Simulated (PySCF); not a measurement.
Cl3HSi, SMILES Cl[SiH](Cl)Cl (connectivity only; charge and spin as stated), charge +1, multiplicity 2. Geometry: PBE-D3(BJ)/def2-SVP. The spin state was assumed, not searched. The isomer is the one that the SMILES or the coordinates give; other isomers of the formula were not compared.

These are PBE-D3(BJ)/def2-SVP run with PySCF 2.14.0 values and carry that method's errors.

Harmonic wavenumbers (cm⁻¹): 161, 161, 206, 313, 313, 398, 619, 619, 1659. Rotational constants (GHz): 2.311, 2.311, 1.191; symmetry number 3.

Problem. Work out the zero-point energy and the ideal-gas rigid-rotor harmonic-oscillator thermochemistry at 298.15 K and 1 atm.

Solution. ZPE = ½ Σ hcν = ½ × 4447 cm⁻¹ = 26.60 kJ/mol. H − E(el) = 44.98 kJ/mol. Entropy in J/(mol K): translation 169.96, rotation 109.34, vibration 48.82, spin 5.76, total 333.88. G − E(el) = -54.57 kJ/mol. Cp = 85.19 J/(mol K).
